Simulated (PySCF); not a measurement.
Si(F)(Me)2(Cl) (C2H6ClFSi), SMILES C[Si](C)(F)Cl.

Coordinates come from a PBE0-D3(BJ)/def2-SVP optimisation.

Two levels are set side by side: TDDFT-PBE/def2-SVPD (PySCF) and TDDFT-B3LYP/def2-SVPD (PySCF). Vertical, same geometry. The lowest singlet is HOMO→LUMO 99 % with PBE and HOMO→LUMO 99 % with the other functional; states are paired by order. Differences are taken from unrounded values.

```json
[
 {"quantity": "lowest singlet excitation (eV)", "TDDFT-B3LYP": "7.72"},
 {"quantity": "lowest triplet excitation (TDA) (eV)", "TDDFT-B3LYP": "7.52"},
 {"quantity": "first bright state (f over 0.05) (eV)", "TDDFT-B3LYP": "7.72"},
 {"quantity": "its oscillator strength", "TDDFT-B3LYP": "0.10"}
]
```

Problem. What does TDDFT-PBE give, and how far is it from TDDFT-B3LYP? (Estimate from the structure and the level; the computed values follow.)

Solution. 
```
quantity                               TDDFT-PBE  TDDFT-PBE minus TDDFT-B3LYP
-------------------------------------  ---------  ---------------------------
lowest singlet excitation (eV)              7.13                        -0.60
lowest triplet excitation (TDA) (eV)        6.97                        -0.55
first bright state (f over 0.05) (eV)       7.13                        -0.60
its oscillator strength                     0.07                        -0.03
```

A lower first singlet is the usual sign of a functional without exact exchange. Differences between two approximate levels are no errors against the true value.

Rough cost on one machine, each run with all the roots and properties that it gave: TDDFT-B3LYP against TDDFT-PBE about 2 times.
